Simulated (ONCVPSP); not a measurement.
Plane-wave convergence, ONCV potential for Pm

- Element: promethium (Pm)
- Generator: ONCVPSP 4.0.1
- Type: optimised norm-conserving Vanderbilt (ONCV)
- Functional: LDA (Perdew-Zunger)
- Relativity: scalar-relativistic
- Frozen core: [Kr] 4d10
- Valence charge: 15
- Reference configuration: 4f5 5s2 5p6 (charge +2)
- Partial waves: 5s: rc 1.45 bohr, ncon 4, nbas 8, qcut 5 1/bohr, 3 projectors, debl 3.4 Ha; 5p: rc 1.80 bohr, ncon 3, nbas 6, qcut 4.3 1/bohr, 3 projectors, debl 3.4 Ha; d scattering state at 0.02 Ha: rc 1.70 bohr, ncon 5, nbas 9, qcut 5.5 1/bohr, 1 projector; 4f: rc 0.82 bohr, ncon 5, nbas 9, qcut 16.2 1/bohr, 1 projector
- Local potential: polynomial inside 0.82 bohr (lpopt 5, dvloc0 1 Ha)
- Core correction: polynomial model core, fcfact 0.7

In the d channel the program set the typed energies aside and used 0.050 Ha.

Q: For each optimised wave give the share of its norm inside rc, the residual kinetic energy above qcut (Ha) and the cutoffs (Ha) for errors of 10, 1, 0.1 and 0.01 mHa per electron.

A:

| wave | norm inside rc | residual KE | 10 mHa | 1 mHa | 0.1 mHa | 0.01 mHa |
| --- | --- | --- | --- | --- | --- | --- |
| 5s | 0.546 | 5.4e-03 | 11.4 | 38.0 | 78.1 | 90.0 |
| s projector 2 | 0.047 | 3.7e-03 | 10.8 | 19.5 | 48.9 | 108.3 |
| s projector 3 | 0.035 | 2.9e-02 | 14.5 | 46.6 | 126.9 | 146.9 |
| 5p | 0.633 | 1.9e-03 | 4.3 | 16.0 | 38.2 | 84.5 |
| p projector 2 | 0.050 | 4.2e-03 | 5.9 | 14.7 | 41.1 | 49.4 |
| p projector 3 | 0.059 | 3.3e-02 | 13.3 | 25.1 | 46.4 | 76.5 |
| d projector 1 | 0.095 | 7.9e-05 | 5.0 | 7.1 | 9.8 | 93.2 |
| 4f | 0.451 | 8.5e-03 | 129.4 | 416.2 | 498.8 | 543.7 |

The occupied waves need 416 Ha and 499 Ha for 1 and 0.1 mHa. Note: ghosts flagged at negative energy: s at -144.0 eV (a further GHOST(-) flag falls on a real empty level of the atom); GHOST(+) flagged for d at 11.3 eV, p at 95.4 eV, s at 370.0 eV. A true bound ghost makes a file unfit for plane-wave use. 3 of 4 tests not solved or not reliable.
